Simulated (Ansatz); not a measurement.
A structure drawn as `FBCF`, with this starting geometry:

```xyz
7

F     1.868   -0.583    0.254
B     0.474   -0.749    0.186
C    -0.387    0.520   -0.086
F    -0.134    1.105   -1.292
H    -0.044   -1.813    0.303
H    -0.260    1.262    0.743
H    -1.516    0.258   -0.109
```

Total charge 0; spin multiplicity 1.

Does it keep its bonds when Ansatz relaxes it at PBE-D4/def2-SVP and then PBE0-D4/def2-TZVP?

Yes, every drawn bond is still there and no new one forms.

Give the relaxed structure. (Best estimate.)

The calculation gave: 
Z-matrix (Å, degrees):
```
C
B 1 1.564
F 1 1.381 2 114.5
H 1 1.100 2 109.5 3 122.4
H 1 1.100 2 109.5 3 -122.4
F 2 1.316 1 120.9 3 0.0
H 2 1.200 1 120.7 3 -180.0
```
All modes are real.

Atoms count as bonded under 1.1 times the sum of their covalent radii (H–H under 0.85 Å, pairs among N, O and F under 1.55 Å), and a drawn bond as lost past 1.3 times.
